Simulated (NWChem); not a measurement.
A series in which one site is exchanged, each optimised at PBE0/def2-SVP with NWChem, gas phase unless a solvent is named. 

A: B(C)C (C$_{2}$H$_{7}$B; site = B)
B: [CH3][GaH][CH3] (C2H7Ga; site = Ga)
C: [AlH]([CH3])[CH3] (C$_{2}$H$_{7}$Al; site = Al)

**Question.** Rank them by lowest singlet excitation, PBE0/def2-SVPD, TDA (eV), lowest first.

**Answer.** B (5.28), C (5.48), A (6.12)
